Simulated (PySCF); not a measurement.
**CuF(OH) + F₂ → CuOF₂ + HF**

Level: PBE0 in the def2-TZVP basis family, all electrons, no relativity, computed in PySCF with density fitting; open shells unrestricted.

| species | state and structure | E (Eh) | ZPE (kJ/mol) | H(298 K) − H(0) (kJ/mol) | S° (J/(mol K)) |
| --- | --- | --- | --- | --- | --- |
| CuF(OH) | doublet, Cs, Cu–F 1.728 Å, Cu–O 1.732 Å, O–H 0.963 Å; Cu–O–H 117.4°, F–Cu–O 177.4° | -1815.84771 | 37.1 | 14.4 | 288.2 |
| F₂ | singlet, D∞h, F–F 1.376 Å | -199.40856 | 6.6 | 8.7 | 201.9 |
| CuOF₂ | quartet, Cs, Cu–F 1.733 Å, Cu–F 1.797 Å, Cu–O 1.941 Å; F–Cu–F 170.7°, F–Cu–O 71.4°, F–Cu–O 117.9° | -1914.90870 | 12.1 | 16.8 | 327.7 |
| HF | singlet, C∞v, H–F 0.920 Å | -100.39188 | 24.9 | 8.7 | 173.6 |

Q: What is the electronic reaction energy?

A: At PBE0/def2-TZVP, ΔE = -116.3 kJ/mol from the differences of the total energies times 2625.5, downhill. 

Q: Add zero-point, thermal and entropy terms for 298.15 K and 1 bar.

A: ΔZPE = -6.7 and Δ[H(298) − H(0)] = 2.4 kJ/mol give ΔH° = -120.6 kJ/mol. ΔS° = 11.2 J/(mol K), so ΔG° = -120.6 − 298.15 × (0.0112) = -124 kJ/mol and log₁₀K = 21.7.

Open d or f shells are single determinants, so the state found may not be the ground state. Each species is the lowest minimum found with this bonding; other isomers or fragments can lie lower.
